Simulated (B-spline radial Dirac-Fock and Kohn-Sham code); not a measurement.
**Satellites and hypersatellites of the K lines of Pd²⁺**

System: palladium as Pd²⁺, configuration [Kr] 4d7 5s1 (not the ground configuration).

Input file task.json (cfg lists n, l and occupation; rrms is the nuclear radius in fm):

```json
{"items": [{
  "Z": 46,
  "q": 2,
  "cfg": [[1, 0, 2], [2, 0, 2], [2, 1, 6], [3, 0, 2], [3, 1, 6], [3, 2, 10], [4, 0, 2], [4, 1, 6], [4, 2, 7], [5, 0, 1]],
  "A": 106,
  "rrms": 4.5318,
  "do": ["binding", "quiet", "double"]
}]}
```

Command: `python xray_run.py task.json out`

Method: Dirac-Fock energy differences between relaxed states, corrected for Breit and QED terms. Computed with a B-spline atomic structure program. Each two-hole energy is an average over J within one jj subconfiguration, not an observable level; in light atoms, where LS coupling holds, the j-resolved values are not observed lines, and for a K spectator the Kα1 hypersatellite is nearly forbidden. The model has no electron correlation.

Lines without a spectator: Kα2 (K-L2) 21017.8 eV, Kα1 (K-L3) 21174.9 eV, Kβ3 (K-M2) 23787.2 eV, Kβ1 (K-M3) 23815.3 eV. Shifts in eV with one spectator hole (a dash: not computed, or left out as unreliable):

```
spectator hole     Kα2     Kα1     Kβ3     Kβ1
        K (1s)  +520.8  +534.6  +662.5  +665.4
    L2 (2p1/2)   +56.1   +70.3       –  +150.4
    L3 (2p3/2)   +56.4   +56.1  +135.5       –
    M2 (3p1/2)       –   +7.59  +17.34  +21.19
    M3 (3p3/2)   +5.81       –  +18.34  +17.75
    M5 (3d5/2)   -1.92   -0.25       –       –
```

With n spectator holes in 2p, averaged over the 2p shell (energies in eV):

| n | KαLⁿ | step | hypersatellite KαʰLⁿ |
| --- | --- | --- | --- |
| 0 | 21122.5 | – | 21652.5 |
| 1 | 21182.5 | +60.0 | 21713.9 |
| 2 | 21243.7 | +61.2 | 21776.6 |
| 3 | 21306.2 | +62.5 | 21840.4 |
| 4 | 21369.9 | +63.7 | 21905.6 |
| 5 | 21434.8 | +64.9 | 21971.9 |
